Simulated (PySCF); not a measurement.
MC for M along the fifth-period p block

CCSD(T) with triple-zeta basis sets in PySCF, for the lowest determinant that a PBE0 search found; no spin–orbit coupling. De refers to high-spin ground-configuration atoms.

```json
{"M": "In", "basis": "x2c-TZVPPall", "reference, frozen orbitals": "UHF, 19", "state (unpaired electrons)": "quartet (σ ↑, π ↑↑)", "Re (Å)": "2.202", "ωe (cm⁻¹)": "487", "De (eV)": "2.74"}
{"M": "Sn", "basis": "def2-TZVPP", "reference, frozen orbitals": "ROHF, 5", "state (unpaired electrons)": "triplet (σ ↑, π ↑)", "Re (Å)": "2.013", "ωe (cm⁻¹)": "679", "De (eV)": "3.08"}
{"M": "Te", "basis": "def2-TZVPP", "reference, frozen orbitals": "RHF, 5", "state (unpaired electrons)": "singlet (closed shell)", "Re (Å)": "1.903", "ωe (cm⁻¹)": "855", "De (eV)": "4.80"}
{"M": "I", "basis": "def2-TZVPP", "reference, frozen orbitals": "UHF, 5", "state (unpaired electrons)": "doublet (π ↑)", "Re (Å)": "2.027", "ωe (cm⁻¹)": "642", "De (eV)": "2.83"}
```

The shortest bond is that of TeC (1.903 Å), the longest that of InC (2.202 Å).

The rows differ in basis set, which adds steps of its own.

The state changes along the series, so neighbouring rows are not always alike in their bonding.

Correlated steps freeze the inner cores (5 to 19 orbitals); shallow outer-core shells are correlated. UHF and ROHF references stand side by side, which adds small steps between rows. Spin–orbit coupling is left out, which matters for elements this heavy, above all for dissociation energies. Where the molecule has an RHF reference, its open-shell atoms are computed with UHF. The CCSD T1 diagnostic is raised in SnC, TeC, a sign that a single reference may not be enough there. States were picked by a PBE0 search and need not be the measured ground states.
